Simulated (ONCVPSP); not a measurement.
**Ranking ONCV potentials for Rh (Z = 45)**

All share these settings but for the change named:

```
Element                 : Rh (Z = 45)
Generator               : ONCVPSP 4.0.1
Type                    : optimised norm-conserving Vanderbilt (ONCV)
Functional              : PBE
Relativity              : fully relativistic
Frozen core             : [Ar] 3d10
Valence charge          : 17
Reference configuration : 4s2 4p6 4d8 5s1
Partial waves           : 4s+5s: rc 1.55 bohr, ncon 4, nbas 8, qcut 6 1/bohr, 2 projectors; 4p: rc 1.70 bohr, ncon 4, nbas 9, qcut 7.4 1/bohr, 1 projector; 4d: rc 1.60 bohr, ncon 3, nbas 7, qcut 10.2 1/bohr, 2 projectors, debl 3.9 Ha
Local potential         : polynomial inside 1.25 bohr (lpopt 5, dvloc0 4 Ha)
Core correction         : none
```

Open shells are filled in proportion to 2j + 1.

Cutoff: the first of the cutoffs (Ha) at which the residual kinetic energy of the hardest occupied pseudo-wave falls to 1 and 0.1 mHa per electron; the density cutoff is not measured.

The base gives 28 Ha.

Of 8 variants that were run, those that failed, showed a ghost or another fault, or gave nearly equal values are left out.

A variant can come out equal or close to the base.

Q: Rank these variants from softest to hardest (loose cutoff).
A. all radii scaled by about 0.89 (s 1.38, p 1.50, d 1.42 bohr); local potential polynomial inside 1.12 bohr (lpopt 5, dvloc0 4 Ha)
B. all radii scaled by about 1.15 (s 1.78, p 1.96, d 1.84 bohr); local potential polynomial inside 1.44 bohr (lpopt 5, dvloc0 4 Ha)
C. all radii scaled by about 0.82 (s 1.28, p 1.40, d 1.32 bohr); local potential polynomial inside 1.02 bohr (lpopt 5, dvloc0 4 Ha)
D. all radii scaled by about 0.76 (s 1.18, p 1.30, d 1.22 bohr); local potential polynomial inside 0.96 bohr (lpopt 5, dvloc0 4 Ha)

A: B (26 Ha), A (50 Ha), C (90 Ha), D (115 Ha).
